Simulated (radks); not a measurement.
Task: Neutral lithium, configuration [He] 2s1. All-electron calculation, non-relativistic Kohn-Sham, LDA (Slater exchange, Perdew-Wang correlation), spin-polarised, spherical densities, point nucleus; open shells are filled with parallel spins first. Program: a radial shooting solver on a logarithmic mesh with Libxc functionals. Some entries of the table are withheld. Estimate them.

orbital,occ.,eigenvalue (eV),<1/r> (bohr^-1),r(max) (bohr)
1s up,1,(1),2.641,0.3654
1s down,1,(2),2.642,0.3658
2s up,1,(3),0.3630,(4)
2s down,0,(5),0.3307,(6)

Result: 
(1) 1s up eigenvalue (eV): -51.0102
(2) 1s down eigenvalue (eV): -50.8000
(3) 2s up eigenvalue (eV): -3.1646
(4) 2s up r(max) (bohr): 3.073
(5) 2s down eigenvalue (eV): -2.0127
(6) 2s down r(max) (bohr): 3.231
